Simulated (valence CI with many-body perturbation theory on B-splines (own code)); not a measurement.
Values are calculated unless marked as measured or tabulated.
## Basis-set convergence for Ta⁶⁷⁺

Method: relativistic CI+MBPT: four valence electrons over a frozen Dirac-Fock core [He], radial functions for each j: 9 s, 9 p, 8 d, 6 f, 3 g, 1 h, with the one-electron correlation potential Σ1 (screened to all orders), the two-electron term Σ2, the three-electron term Σ3, Breit, model QED; selected single and double excitations, second order for the rest, scaled by the run's own slope (own B-spline code, finite nucleus).

No measured spectrum was set against this ion. As an estimate, large intervals hold to a few tenths of a per cent, small ones and those within an open d or f shell to about a per cent.

The reference run has the lowest level (2s^2 2p1/2^2) J=0 and an ionisation energy of 17845.2 eV. Its largest variational space holds 19999 state functions.

Levels are named by their leading jj configuration (3d3/2^4 stands for four electrons in 3d with j = 3/2), which in mixed levels can hold well under half, so a name can repeat and another be missing. Letters in brackets count levels of one name in rising energy.

Changed runs:
A. basis 6 s, 6 p, 5 d, 3 f, 1 g
B. basis 5 s, 5 p, 4 d, 2 f

Excitation energies of the reference run in cm⁻¹, and shifts in cm⁻¹:

```csv
Level,Reference,A,B
(2s^2 2p1/2 2p3/2) J=1,10686900,+85,-150
(2s^2 2p1/2 2p3/2) J=2,10833700,+242,+240
(2s 2p1/2^2 2p3/2) J=2,13069900,+17,-319
(2s 2p1/2^2 2p3/2) J=1,13768500,+98,+101
(2s^2 2p3/2^2) J=2,21708500,+225,+8.5
(2s^2 2p3/2^2) J=0,22206700,+167,+178
(2s 2p1/2 2p3/2^2) J=2 [a],23528900,-15,-668
(2s 2p1/2 2p3/2^2) J=3,23885600,+299,+26
(2s 2p1/2 2p3/2^2) J=0,24381100,-4.1,-210
(2s 2p1/2 2p3/2^2) J=1 [a],24561600,+193,+0.2
(2s 2p1/2 2p3/2^2) J=2 [b],24636400,+328,+372
(2s 2p1/2 2p3/2^2) J=1 [b],24671200,+184,+125
Ionisation energy (eV),17845.2,+0.017,-0.072
```
